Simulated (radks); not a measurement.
The europium ion Eu45+, configuration [Ar] (the NIST ground configuration). Method: Dirac Kohn-Sham, BLYP, spin-unpolarised, spherical densities, finite nucleus; Fermi nuclear charge, rms radius 5.1115 fm; computed with a radial shooting solver on a logarithmic mesh with Libxc functionals.

Normalised radial functions P(r) = r R(r) (large component), r in bohr:

```
   r/bohr * 2s1/2, o 3s1/2 (the largest magnitude, 3.39, reaches the edge; | marks zero, & curves that meet)
 0.002365                             |   o  *
 0.002935                             |   o   *
 0.003642                             |    o   *
 0.004521                             |    o     *
  0.00561                             |     o     *
 0.006963                             |      o     *
 0.008711                             |      o      *
  0.01081                             |      o      *
  0.01342                             |      o     *
  0.01665                             |    o      *
  0.02067                             |   o   *
  0.02565                             |o *
  0.03184                          *o |
  0.03983                  *    o     |
  0.04943           *       o         |
  0.06135     *            o          |
  0.07614  *                o         |
   0.0945   *                   o     |
   0.1173        *                    | o
   0.1456              *              |         o
   0.1821                     *       |                o
    0.226                          *  |                  o
   0.2805                            *|               o
   0.3482                             *         o
   0.4321                             *   o
   0.5363                             *o
   0.6656                             &
```

2s1/2: eigenvalue -10683.1 eV, 1 radial node at r = 0.0289 bohr, <r> = 0.0937 bohr, 90 % of the charge inside 0.145 bohr. 3s1/2: eigenvalue -4085.8 eV, 2 radial nodes at r = 0.0274, 0.112 bohr, <r> = 0.230 bohr, 90 % of the charge inside 0.336 bohr.
